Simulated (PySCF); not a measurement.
## YH₂: bend–stretch map

These are results of PySCF, UPBE0, basis Y def2-TZVP with ECP28, H def2-TZVP (scalar-relativistic core potentials, no spin–orbit coupling, density fitting), not measurements.

Rigid scan from the doublet minimum (Y–H 1.957 Å (×2); H–Y–H 115.4°). Coordinate: rows scale both bonds, columns set the H–Y–H angle. Energies in kJ/mol from the minimum.

```
scale \ angle    90   105   120   135   150   165   180
         0.94  23.7  14.1  13.7  26.4  52.2  81.9  96.3
         0.97     ?   4.9   3.8  14.8  37.3  62.9  75.1
         1.00  13.7   2.5     ?  10.0  29.7  51.8  62.2
         1.03  17.5   5.6   2.9  10.9  28.1  47.3     ?
         1.06     ?  13.3     ?  16.6  31.6  48.4  56.1
         1.10  42.6  29.3  25.1  30.2  42.8  56.8  63.2
```

(1) Fill in the five missing cells, row by row.

Results:

(1) 15.4, 0.5, 56.2, 25.9, 9.9.

The bond scale of lowest energy on the grid is 1.00 at 90°, 1.00 at 105°, 1.00 at 120°, 1.00 at 135°, 1.03 at 150°, 1.03 at 165°, 1.06 at 180°.

With open d or f shells other occupations or spin states may lie lower.

Other isomers or separated fragments may lie lower.
